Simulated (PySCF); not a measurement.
## ZrF₂ + O₂ → ZrO₂ + F₂

Level: PBE0 in the def2-TZVP basis family, computed in PySCF with density fitting; scalar-relativistic core potentials for atoms from Rb on, none lighter, no spin–orbit coupling; open shells unrestricted.

```tsv
species	state and structure	ZPE (kJ/mol)	H(298 K) − H(0) (kJ/mol)	S° (J/(mol K))
ZrF₂	triplet, C2v, Zr–F 1.909 Å (×2); F–Zr–F 133.9°	8.4	12.5	288.9
O₂	triplet, D∞h, O–O 1.193 Å	10.3	8.7	204.9
ZrO₂	singlet, C2v, Zr–O 1.762 Å (×2); O–Zr–O 108.0°	12.9	11.2	267.7
F₂	singlet, D∞h, F–F 1.376 Å	6.6	8.7	201.9
```

Problem. Is the gas-phase reaction uphill or downhill in electronic energy at this level, and by how much?

Solution. At PBE0/def2-TZVP, ΔE = 272.7 kJ/mol, uphill. 

Problem. Add zero-point, thermal and entropy terms for 298.15 K and 1 bar.

Solution. ΔZPE = 0.8 and Δ[H(298) − H(0)] = -1.3 kJ/mol give ΔH° = 272.2 kJ/mol. ΔS° = -24.2 J/(mol K), so ΔG° = 272.2 − 298.15 × (-0.0242) = 279 kJ/mol.

Open d or f shells are single determinants, so the state found may not be the ground state. Each species is the lowest minimum found with this bonding; other isomers or fragments can lie lower.
